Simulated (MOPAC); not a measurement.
MOPAC input (PM6):

```
PM6 FORCE THERMO(298,298) PRECISE LET CHARGE=1 GEO-OK AUX(PRECISION=9) THREADS=1
C3H7O2

C    -1.83268034 1    0.29479593 1    0.02879051 1
C    -0.64524656 1   -0.42380997 1   -0.33404307 1
O    -0.04043512 1   -1.17978155 1   -0.96399901 1
O     0.47296040 1    0.28807032 1    0.82652293 1
C     1.83958554 1    0.48642619 1    0.30409821 1
H    -2.34051172 1    0.74397650 1   -0.86450263 1
H    -1.67148084 1    1.14896594 1    0.73337130 1
H    -2.60596016 1   -0.35548339 1    0.50934023 1
H     1.74060381 1    1.31795825 1   -0.40890342 1
H     2.47589050 1    0.78269594 1    1.15089254 1
H     2.20063972 1   -0.43186379 1   -0.17565942 1
H     0.54355548 1   -0.30676320 1    1.64837594 1
```

Output:

```
 *******************************************************************************
 **                                                                           **
 **                              MOPAC v23.2.5                                **
 **                                                                           **
 *******************************************************************************
 ** MOPAC's Digital Object Identifier: https://doi.org/10.5281/zenodo.6511958 **
 **                                                                           **
 ** Please cite the open-source release paper for use of this MOPAC version:  **
 ** J. E. Moussa and J. J. P. Stewart (2026)                                  **
 ** MOPAC: An open-source semiempirical molecular orbital program             **
 ** J. Open Source Softw., 11(119), 8025, https://doi.org/10.21105/joss.08025 **
 *******************************************************************************

                              PM6 CALCULATION RESULTS

 *******************************************************************************
 *  PM6        - The PM6 Hamiltonian to be used
 *  GEO-OK     - OVERRIDE INTERATOMIC DISTANCE AND OTHER SAFETY CHECKS
 *
 *
 *
 *                 CHARGE ON SYSTEM = +1
 *
 *
 *
 *  LET        - OVERRIDE SOME SAFETY CHECKS
 *  PRECISE    - TIGHTER CRITERIA TO BE USED
 *  FORCE      - FORCE CALCULATION SPECIFIED
 *  AUX        - OUTPUT AUXILIARY INFORMATION
 *  THERMO     - THERMODYNAMIC QUANTITIES TO BE CALCULATED
 *******************************************************************************
PM6 FORCE THERMO(298,298) PRECISE LET CHARGE=1 GEO-OK AUX(PRECISION=9) THREADS=1
 C3H7O2

   ATOM   CHEMICAL          X               Y               Z
  NUMBER   SYMBOL      (ANGSTROMS)     (ANGSTROMS)     (ANGSTROMS)

     1       C         -1.83268034  *   0.29479593  *   0.02879051  *
     2       C         -0.64524656  *  -0.42380997  *  -0.33404307  *
     3       O         -0.04043512  *  -1.17978155  *  -0.96399901  *
     4       O          0.47296040  *   0.28807032  *   0.82652293  *
     5       C          1.83958554  *   0.48642619  *   0.30409821  *
     6       H         -2.34051172  *   0.74397650  *  -0.86450263  *
     7       H         -1.67148084  *   1.14896594  *   0.73337130  *
     8       H         -2.60596016  *  -0.35548339  *   0.50934023  *
     9       H          1.74060381  *   1.31795825  *  -0.40890342  *
    10       H          2.47589050  *   0.78269594  *   1.15089254  *
    11       H          2.20063972  *  -0.43186379  *  -0.17565942  *
    12       H          0.54355548  *  -0.30676320  *   1.64837594  *

          CARTESIAN COORDINATES

    NO.       ATOM           X           Y           Z

     1         C         -1.8327      0.2948      0.0288
     2         C         -0.6452     -0.4238     -0.3340
     3         O         -0.0404     -1.1798     -0.9640
     4         O          0.4730      0.2881      0.8265
     5         C          1.8396      0.4864      0.3041
     6         H         -2.3405      0.7440     -0.8645
[...]
 FREQUENCY          2600.79         C  1 -- H  7         +57.2% ( 78.2%)     98.8%
 TRANSITION DIPOLE   1.3497         C  1 -- H  8         +37.9% ( 63.7%)     95.4%
 TRAVEL (Ang.)       0.2298         C  1 -- H  6          +3.9% ( 20.6%)     46.3%
 REDUCED MASS        0.4908         C  1 -- C  2          +0.9% (  9.9%)      0.2%
 EFFECTIVE MASS      1.4588
 FORCE CONSTANT      1.9560

 VIBRATION         27   27A           ATOM PAIR      ENERGY CONTRIBUTION    RADIAL
 FREQUENCY          2647.70         C  5 -- H 10         +56.8% ( 77.9%)     99.0%
 TRANSITION DIPOLE   0.9912         C  5 -- H 11         +37.9% ( 63.6%)     95.4%
 TRAVEL (Ang.)       0.2265         C  5 -- H  9          +4.0% ( 20.8%)     44.6%
 REDUCED MASS        0.4966         O  4 -- C  5          +1.0% ( 10.5%)      0.0%
 EFFECTIVE MASS      1.5041
 FORCE CONSTANT      2.0512

 VIBRATION         28   28A           ATOM PAIR      ENERGY CONTRIBUTION    RADIAL
 FREQUENCY          2655.75         C  5 -- H  9         +55.5% ( 76.9%)     99.3%
 TRANSITION DIPOLE   1.0460         C  5 -- H 11         +33.6% ( 59.8%)     93.6%
 TRAVEL (Ang.)       0.2353         C  5 -- H 10          +9.2% ( 31.3%)     69.2%
 REDUCED MASS        0.4584         O  4 -- C  5          +1.0% ( 10.5%)      1.4%
 EFFECTIVE MASS      1.5071
 FORCE CONSTANT      1.9050

 VIBRATION         29   29A           ATOM PAIR      ENERGY CONTRIBUTION    RADIAL
 FREQUENCY          2724.28         C  1 -- H  7         +32.8% ( 54.9%)     95.8%
 TRANSITION DIPOLE   1.2031         C  1 -- H  8         +30.0% ( 52.4%)     95.4%
 TRAVEL (Ang.)       0.3006         C  1 -- H  6         +27.6% ( 50.3%)     94.7%
 REDUCED MASS        0.2739         C  5 -- H  9          +3.5% ( 17.9%)     97.2%
 EFFECTIVE MASS      1.1941
 FORCE CONSTANT      1.1976

 VIBRATION         30   30A           ATOM PAIR      ENERGY CONTRIBUTION    RADIAL
 FREQUENCY          2735.03         C  5 -- H  9         +36.9% ( 58.3%)     97.3%
 TRANSITION DIPOLE   0.3988         C  5 -- H 10         +30.3% ( 52.8%)     96.6%
 TRAVEL (Ang.)       0.2944         C  5 -- H 11         +24.3% ( 47.2%)     95.3%
 REDUCED MASS        0.2845         C  1 -- H  7          +2.8% ( 16.1%)     94.8%
 EFFECTIVE MASS      1.1036
 FORCE CONSTANT      1.2539

      SYMMETRY NUMBER FOR POINT-GROUP C1  =  1

          SYSTEM IS A GROUND STATE

 C3H7O2

          MOLECULE IS NOT LINEAR

          THERE ARE 30 GENUINE VIBRATIONS IN THIS SYSTEM
          THIS THERMODYNAMICS CALCULATION IS LIMITED TO
          MOLECULES WHICH HAVE NO INTERNAL ROTATIONS

                    CALCULATED THERMODYNAMIC PROPERTIES
                                          *
   TEMP. (K)   PARTITION FUNCTION   H.O.F.    ENTHALPY  HEAT CAPACITY ENTROPY
                                   KCAL/MOL   CAL/MOLE    CAL/K/MOL  CAL/K/MOL

 298.00  VIB.     0.2042D+03                  2924.0073    17.9806    20.3818
         ROT.     0.9244D+05                   888.2803     2.9808    25.7032
         INT.     0.1887D+08                  3812.2876    20.9614    46.0850
         TRA.     0.6290D+27                  1480.4672     4.9680    38.8617
         TOT.                       86.422    5292.7548    25.9294    84.9467

   *: NOTE: HEATS OF FORMATION ARE RELATIVE TO THE
            ELEMENTS IN THEIR STANDARD STATE AT 298K
              (=  Standard Enthalpy of Formation).

            Hvib:  Zero-point energy is not included.
                   frequencies of less than zero cm-1 are not included.
            Hrot = (3/2)RT
            Htra = (3/2)RT + pV = (5/2)RT

            Heat capacity is Cp, not Cv

          For more information, see: HTTP://OpenMOPAC.net/Manual/thermochemistry.html

           FORCE CONSTANT IN CARTESIAN COORDINATES (Millidynes/A)

    ATOM   CHEMICAL       X               Y               Z
   NUMBER   SYMBOL  FORCE CONSTANT  FORCE CONSTANT  FORCE CONSTANT

      1       C        7.570198        6.041144        5.757077
      2       C       19.109697        3.685579        2.417784
      3       O       13.725062        4.001988        0.354358
      4       O        4.046621        2.942569        4.751665
      5       C        5.901665        6.246791        6.133107
      6       H        1.142483        1.726171        2.040588
      7       H        1.333815        3.114501        0.578643
      8       H        1.171908        0.739625        3.003960
      9       H        0.903668        0.624777        3.714829
     10       H        0.706853        3.821913        0.667676
     11       H        2.869882        1.540270        0.804708
     12       H        0.594773        0.859801        3.216061

 **********************
 *                    *
 * JOB ENDED NORMALLY *
 *                    *
 **********************

 == MOPAC DONE ==
```

The dipole moment of an ion depends on the origin.
